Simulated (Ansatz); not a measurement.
C2H6Ge (`C=[CH][GeH3]`). Charge 0, multiplicity 1. Correlated methods include outer-core shells of Ge, which these sets cover unevenly. Scalar relativity is left out up to krypton.

| atom | x (Å) | y (Å) | z (Å) |
| --- | --- | --- | --- |
| C1 | -1.342 | 0.179 | -0.808 |
| C2 | -0.646 | -0.367 | 0.182 |
| Ge3 | 1.225 | 0.026 | 0.500 |
| H4 | -0.897 | 0.884 | -1.505 |
| H5 | -2.391 | -0.055 | -0.969 |
| H6 | -1.144 | -1.067 | 0.849 |
| H7 | 1.421 | 0.628 | 1.902 |
| H8 | 1.703 | 1.029 | -0.563 |
| H9 | 2.070 | -1.258 | 0.413 |

(1) Give the diagnostics of a CCSD(T)/def2-TZVPP run (frozen core, Ansatz 0.2.0). (An estimate is asked.)

Answers

(1) Computed: T1 = 0.0116, largest single amplitude 0.017, largest double 0.094, (T) share of the correlation energy 3.9 %, 8 CCSD cycles. The RHF solution is stable towards an unrestricted one. T1 lies under the customary mark of 0.02 for closed shells.
